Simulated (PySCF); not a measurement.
Method: PySCF with PBE-D3(BJ)/def2-TZVP // PBE-D3(BJ)/def2-SVP. Gas-phase values, no solvent. 

Reference species: [Hf(F)4] (neutral, multiplicity 1).

| Item | Value |
|---|---|
| mean distance from the central atom to its bonded neighbours | 1.915 Å |
| HOMO | -10.09 eV |

Changed species: [Hf(F)3(H)] (1 of 4 F replaced by H; the reference has 0 of 4 F replaced by H).

Problem. What does the change do to the mean distance from the central atom to its bonded neighbours and HOMO?

Solution. the mean distance from the central atom to its bonded neighbours falls by 0.020 Å, to 1.895 Å; the HOMO rises by 2.22 eV, to -7.87 eV.
